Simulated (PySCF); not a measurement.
Checking a proposed structure

A compound C9H14 gives the data below (simulated from a calculation) and was assigned the structure `C=CC(C=C)=C(C)CC`.

$^{13}$C{$^{1}$H} NMR (computed): δ 158.9 (C), 156.5 (C), 147.9 (CH), 125.1 (CH2), 121.2 (CH2), 120.4 (CH2), 49.0 (CH2), 27.9 (CH2), 17.5 (CH3).

$^{1}$H NMR (300 MHz, computed): δ 6.78 (m, 1H), 5.86 (m, 1H), 5.55 (br s, 1H), 5.52 (m, 1H), 5.38 (m, 1H), 5.29 (m, 1H), 5.03 (br s, 1H), 2.24 (t, 2H), 1.38 (m, 2H), 1.01 (t, 3H).

Non-relativistic Hamiltonian, one computed conformer, no solvent model, equivalent nuclei averaged. Coordinates at the GFN2-xTB level; σ from GIAO-PBE0/pcSseg-1; PySCF.

Referencing at the same level of theory: $^{1}$H (σref 31.72) and $^{13}$C (σref 186.93) against TMS.

Q: Compare with the shifts computed for the proposed structure, pairing carbons in order of shift.

A: Structure with atom numbers: `[CH2:1]=[CH:2][C:3]([CH:4]=[CH2:5])=[C:6]([CH3:7])[CH2:8][CH3:9]`; H(Xn) means a hydrogen on atom n.

```csv
atom,computed for proposal,given list,difference
C4,145.0,158.9,-13.9
C6,144.7,156.5,-11.8
C2,142.3,147.9,-5.6
C3,139.2,125.1,+14.1
C5,127.7,121.2,+6.5
C1,125.1,120.4,+4.7
C8,32.8,49.0,-16.2
C7,22.6,27.9,-5.3
C9,14.8,17.5,-2.7
```

The rms difference is 10.1 ppm and the largest -16.2 ppm at C8 (allylic sp3 CH2). The carbon types in order of shift don't match either: CH, C, CH, C, CH2, CH2, CH2, CH3, CH3 for the proposal against C, C, CH, CH2, CH2, CH2, CH2, CH2, CH3 in the data. The proposal doesn't fit.

Q: Which isomer fits?

A: `C=CC(=C)C(=C)CCC`.

1. Carbon types of the structure: 2 × C, 1 × CH, 5 × CH2, 1 × CH3, which accounts for all hydrogens.
2. δC 158.9, 156.5: fully substituted alkene carbon; as expected for a trigonal carbon in a double bond.
3. δC 147.9: alkene CH; as expected for a trigonal carbon in a double bond.
4. δC 125.1, 121.2, 120.4: terminal =CH2 carbon; an sp2 carbon of a C=C bond.
5. δH 5.86, 5.55, 5.52, 5.38, 5.29, 5.03: hydrogen on a terminal =CH2 carbon; a vinylic proton, deshielded by the sp2 carbon and the C=C anisotropy.

This is the structure that produced the data.

Shifts are as computed. Against solution values, carbons near 30 ppm lie about +3 ppm off and those near 130 ppm about +5 ppm. Of 1211 compounds with measured shifts, 218 miss one by over three times the rms of a fit or turn the order of signals round; such compounds aren't used in these exercises. No couplings were computed; multiplicities are counted from neighbouring protons, with m where these are inequivalent, close in shift, in a saturated or five-membered ring or joined by F or P, and br s for small geminal =CH2 splittings.
